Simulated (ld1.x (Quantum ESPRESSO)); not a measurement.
# What one change does to a pseudopotential (phosphorus (P), TM)

- Element: P
- Generator: ld1.x (Quantum ESPRESSO) 7.5
- Type: norm-conserving Troullier–Martins (Kleinman–Bylander form)
- Functional: LDA (PZ)
- Relativity: non-relativistic
- Frozen core: [Ne]
- Valence charge: 5
- Reference configuration: 3s2 3p2.5 (charge +0.5)
- Partial waves: 3s (bound): rc 1.25 bohr; 3p (bound): rc 1.65 bohr; 3d channel at 0.3 Ry: rc 1.35 bohr
- Local potential: all-electron potential smoothed inside 1.45 bohr (lloc = -1)
- Core correction: Bessel-smoothed model core inside 1.00 bohr

All-electron outer shells of the reference configuration (LDA (PZ), non-relativistic, ld1.x):

| shell | level (eV) | outermost node (bohr) | outermost maximum (bohr) |
| --- | --- | --- | --- |
| 3s | -18.39 | 0.66 | 1.56 |
| 3p | -9.77 | 0.64 | 1.79 |

Change: wave 3p (bound): rc 1.65 bohr becomes 3p (bound): rc 2.48 bohr.

Cutoffs: the cutoffs (Ry, on a coarse ladder) from which the occupation-weighted sum of valence levels, in a spherical-Bessel basis at the reference potential, stays within 10 and 1 mRy of its value at 400 Ry; they do not see the model core or the augmentation charge, which bear on the density cutoff. Errors are all-electron minus pseudo energies relative to the spin-unpolarised reference configuration.

Q: Predict the effect on cutoff, ghosts and configuration errors.

A: The potential gets neither clearly harder nor softer (45 Ry and 100 Ry → 45 Ry and 100 Ry); of the 9 tests that both files solve, the error grows in 1 and shrinks in 5 by more than 15 % and 0.3 meV (median size 2.1 → 5.4 meV); neither file shows a bound ghost.

```tsv
quantity	base	changed
cutoff, loose	45 Ry	45 Ry
cutoff, tight	100 Ry	100 Ry
bound ghosts	none	none
error for 3s2 3p3, meV [ΔE -3.83 eV]	+0.9	+0.9
error for 3s2 3p2, meV [ΔE 6.01 eV]	+1.7	+1.5
error for 3s2 3p1, meV [ΔE 25.27 eV]	+24	+19
error for 3s1 3p4, meV [ΔE 4.58 eV]	-2.1	-0.2
error for 3s1 3p3, meV [ΔE 14.98 eV]	+1.5	+5.4
error for 3s2 3p3.3, meV [ΔE -5.17 eV]	+1.9	+1.8
error for 3s1 3p0, meV [ΔE 107.24 eV]	+210	+153
error for 3s2 3p2.5 (spin-polarised), meV [ΔE -1.18 eV]	+14	+7.4
error for 3s2 3p3 (spin-polarised), meV [ΔE -5.34 eV]	+18	+11
```
